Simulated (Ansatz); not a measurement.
A nudged elastic band was laid between two geometries of C₂H₉FSSi₂ (15 atoms, charge 0, multiplicity 1).

All numbers below come from RKS PBE-D4/STO-3G (Ansatz).

```yaml
movable_images: 7
climbing_image: yes
spring: 5.0 eV/Å²
optimiser: quadratic models (default)
start_path: through a guess of the saddle point
force_threshold: 0.5 eV/Å
iteration_limit: 49
end_points: relaxed
```

Image 0:

```xyz
15
Properties=species:S:1:pos:R:3
C -0.049 -1.810 0.732
Si 0.634 -0.151 0.153
C 1.374 -0.337 -1.620
F 0.419 -0.586 -2.638
Si -0.956 1.456 0.202
S -1.642 1.727 2.213
H -0.456 -1.740 1.755
H -0.860 -2.162 0.073
H 0.738 -2.583 0.737
H 1.748 0.219 1.021
H 2.131 -1.170 -1.597
H 1.957 0.594 -1.864
H -0.428 2.711 -0.330
H -2.074 1.098 -0.669
H -2.557 2.683 1.860
```

Image 8:

```xyz
15
Properties=species:S:1:pos:R:3
C -0.202 -1.642 0.515
Si 0.495 0.012 -0.102
C 1.581 -0.410 -1.646
F 0.852 -0.756 -2.815
Si -1.153 1.572 -0.598
S -1.517 1.790 1.773
H -0.761 -1.535 1.462
H -0.894 -2.087 -0.220
H 0.598 -2.380 0.698
H 1.491 0.387 0.909
H 2.279 -1.254 -1.380
H 2.249 0.469 -1.869
H -0.143 2.674 -0.436
H -2.195 0.611 1.977
H -2.701 2.498 1.758
```

Q: What changes between the two ends?

A: Bonds broken: Si5–H14. Bonds formed: S6–H14.

Q: Give the energies along the band, and the barrier.

A: The forces met the threshold. The highest image is number 5 of 0 to 8, 322.2 kJ/mol above the first end and 53.2 kJ/mol above the last; the last end lies 269.1 kJ/mol above the first. The threshold of 0.5 eV/Å is loose, so the images may lie well off the minimum-energy path. Neighbouring images differ by up to 1.8 eV, so the band resolves the path poorly. The order of the stationary point at the top wasn't checked. The orbitals stay closed-shell, which can raise the energy where a bond breaks towards radicals; this wasn't checked here. Limits of this set-up: minimal basis.

```
image  path coordinate (Å)  energy (kJ/mol)  Si5–H14 (Å)  S6–H14 (Å)
    0                 0.00              0.0         1.46        2.98
    1                 0.53              1.2         1.46        2.97
    2                 1.07              5.1         1.46        2.89
    3                 1.60             70.3         1.45        2.46
    4                 2.13            247.9         1.52        1.95
    5                 2.66            322.2         1.85        1.47
    6                 3.19            298.0         2.42        1.37
    7                 3.72            271.5         2.83        1.37
    8                 4.25            269.1         2.94        1.38
```

Q: What is the geometry of the highest image?

A: 
```xyz
15
Properties=species:S:1:pos:R:3
C -0.120 -1.722 0.592
Si 0.608 -0.058 0.055
C 1.543 -0.359 -1.617
F 0.666 -0.561 -2.727
Si -1.142 1.364 -0.366
S -1.594 1.714 2.025
H -0.594 -1.669 1.588
H -0.893 -2.052 -0.125
H 0.647 -2.518 0.635
H 1.668 0.286 1.012
H 2.227 -1.246 -1.519
H 2.209 0.522 -1.835
H -0.392 2.646 -0.513
H -2.300 0.925 1.005
H -2.554 2.678 1.820
```

The run took 2.4 min on 1 thread of Arm Neoverse V2, with other jobs on the host, peak memory 0.11 GiB.
